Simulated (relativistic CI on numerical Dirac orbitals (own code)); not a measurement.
A reference radial Dirac CI calculation of Li+ gave the lowest total energy -7.23683 Ha in 25 SCF steps, from this input:

```
atom Li  Z=3  charge=1  electrons=2
nucleus A=7  rms_radius_fm=2.4440
hamiltonian dirac-coulomb  breit=on  qed=on  c_scale=1
orbitals kli  potential=per-configuration
slater_scale 1
correlation none
mixing on
grid step=0.0125 r_max=34.5
scf mixing=0.4 start=green max_iterations=150 tolerance=2e-08 node_fill=0.05
configurations
  1s2
  1s 2s
  1s 2p
end
```

One setting was then changed, and the output read:

```
SCF 1: 1s2
 iter      energy (Ha)   residual   last orbital (Ha)
    1        -7.161362   3.33e-01     -3.62990
    2        -7.213281   1.86e-01     -3.24949
    3        -7.237569   5.36e-03     -2.78645
    4        -7.237633   4.39e-03     -2.80313
    5        -7.237649   1.50e-04     -2.79243
    6        -7.237650   2.01e-05     -2.79274
    7        -7.237650   5.95e-07     -2.79279
    8        -7.237650   2.20e-07     -2.79279
    9        -7.237650   3.34e-10     -2.79279
SCF 2: 1s 2s
 iter      energy (Ha)   residual   last orbital (Ha)
    1        -5.081740   1.15e-01     -0.64734
    2        -5.087253   6.23e-02     -0.62210
    3        -5.090024   6.46e-03     -0.59110
    4        -5.090398   4.14e-04     -0.58966
    5        -5.090408   9.74e-05     -0.58942
    6        -5.090412   1.26e-06     -0.58944
    7        -5.090412   2.75e-07     -0.58944
    8        -5.090412   2.18e-09     -0.58944
SCF 3: 1s 2p
 iter      energy (Ha)   residual   last orbital (Ha)
    1        -5.000164   8.57e-02     -0.58740
    2        -5.009025   4.38e-02     -0.55487
    3        -5.013915   7.25e-03     -0.51724
    4        -5.014068   1.10e-03     -0.51491
    5        -5.014083   6.55e-05     -0.51439
    6        -5.014084   1.34e-06     -0.51439
    7        -5.014084   2.06e-07     -0.51439
    8        -5.014084   1.09e-09     -0.51439
orbital energies (Ha): 1s -2.7928
configuration averages (Ha): Dirac-Coulomb, Breit, QED
  1s2                             -7.237650    0.000403    0.000116
  1s 2s                           -5.090412    0.000014    0.000076
  1s 2p                           -5.014084    0.000015    0.000072
levels: no., configuration, term, J, E (cm-1), weight
   1 1s2                    1S   0                0.0  1.00
   2 1s 2s                  3S   1           467170.8  1.00
   3 1s 2s                  1S   0           483019.8  1.00
   4 1s 2p                  3P*  1           485510.2  1.00
   5 1s 2p                  3P*  2           485512.9  1.00
   6 1s 2p                  3P*  0           485518.8  1.00
   7 1s 2p                  1P*  1           494994.6  1.00
lowest total energy -7.237130 Ha
end: converged
```

Problem. Which setting was changed?
A. grid step
B. SCF tolerance
C. configuration list
D. speed of light

Solution. D. The speed of light × 0.8.
